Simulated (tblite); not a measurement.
C₇H₁₃FSe.
Numbering: `[CH3:1][C@@H:2]([SeH:3])[C@:4]1([CH3:5])[CH2:6][C@H:7]([F:8])[CH2:9]1` (hydrogens: H10, H11, H12 on C1; H13 on C2; H14 on Se3; H15, H16, H17 on C5; H18, H19 on C6; H20 on C7; H21, H22 on C9)

Computed with GFN2-xTB (tblite), gas phase: L-BFGS steps from a force-field or distance-geometry start until the largest atomic force falls under 0.01 eV/Å.

At the end of the run (lengths in Å): Se3–H14 1.445, C2–Se3 2.011, C2–H13 1.095, C2–C4 1.524, C1–C2 1.518, C9–H22 1.087, C6–H18 1.089, C2–C4–C5 112.7°, Se3–C2–C4 109.1°, F8–C7–C9 114.3°, C2–C4–C9 114.0°, C1–C2–C4–C5 -58°, C2–C4–C6–C7 -125°, C4–C6–C7–F8 127°, H18–C6–C7–F8 12°, H18–C6–C4–C2 -12°.

**Question.** These geometries were met on the way; a selection of coordinates is given. Order them by energy above the end point, lowest first.
A. Se3–H14 1.451, C2–Se3 2.015, C2–H13 1.092, C2–C4 1.535, C1–C2 1.517, C9–H22 1.084, C6–H18 1.084, C2–C4–C5 115.4°, Se3–C2–C4 111.0°, F8–C7–C9 112.6°, C2–C4–C9 111.4°, C1–C2–C4–C5 -56°, C2–C4–C6–C7 -114°, C4–C6–C7–F8 116°, H18–C6–C7–F8 -1°, H18–C6–C4–C2 1°
B. Se3–H14 1.533, C2–Se3 1.942, C2–H13 1.129, C2–C4 1.553, C1–C2 1.543, C9–H22 1.108, C6–H18 1.109, C2–C4–C5 114.9°, Se3–C2–C4 111.7°, F8–C7–C9 111.7°, C2–C4–C9 113.2°, C1–C2–C4–C5 -59°, C2–C4–C6–C7 -115°, C4–C6–C7–F8 114°, H18–C6–C7–F8 -1°, H18–C6–C4–C2 -1°
C. Se3–H14 1.437, C2–Se3 2.019, C2–H13 1.099, C2–C4 1.527, C1–C2 1.514, C9–H22 1.085, C6–H18 1.088, C2–C4–C5 114.8°, Se3–C2–C4 111.6°, F8–C7–C9 113.2°, C2–C4–C9 111.8°, C1–C2–C4–C5 -57°, C2–C4–C6–C7 -114°, C4–C6–C7–F8 116°, H18–C6–C7–F8 -1°, H18–C6–C4–C2 1°
D. Se3–H14 1.503, C2–Se3 1.973, C2–H13 1.109, C2–C4 1.546, C1–C2 1.534, C9–H22 1.096, C6–H18 1.093, C2–C4–C5 115.3°, Se3–C2–C4 111.2°, F8–C7–C9 111.9°, C2–C4–C9 112.3°, C1–C2–C4–C5 -57°, C2–C4–C6–C7 -114°, C4–C6–C7–F8 115°, H18–C6–C7–F8 -1°, H18–C6–C4–C2 -1°
E. Se3–H14 1.451, C2–Se3 2.010, C2–H13 1.094, C2–C4 1.527, C1–C2 1.519, C9–H22 1.088, C6–H18 1.088, C2–C4–C5 114.3°, Se3–C2–C4 111.3°, F8–C7–C9 113.6°, C2–C4–C9 112.0°, C1–C2–C4–C5 -57°, C2–C4–C6–C7 -114°, C4–C6–C7–F8 117°, H18–C6–C7–F8 0°, H18–C6–C4–C2 1°

**Answer.** E (0.023 eV), C (0.041 eV), A (0.073 eV), D (0.159 eV), B (0.293 eV).

| step | E above end (eV) | rms distance from the end, all atoms (Å) | largest force (eV/Å) | rms shift of all bonds from the end (Å) |
| --- | --- | --- | --- | --- |
| 8 | 0.023 | 0.174 | 0.111 | 0.002 |
| 4 | 0.041 | 0.176 | 0.295 | 0.004 |
| 2 | 0.073 | 0.178 | 0.409 | 0.005 |
| 1 | 0.159 | 0.180 | 0.775 | 0.018 |
| 0 | 0.293 | 0.182 | 1.556 | 0.030 |

Rows stand in the order of the answer.
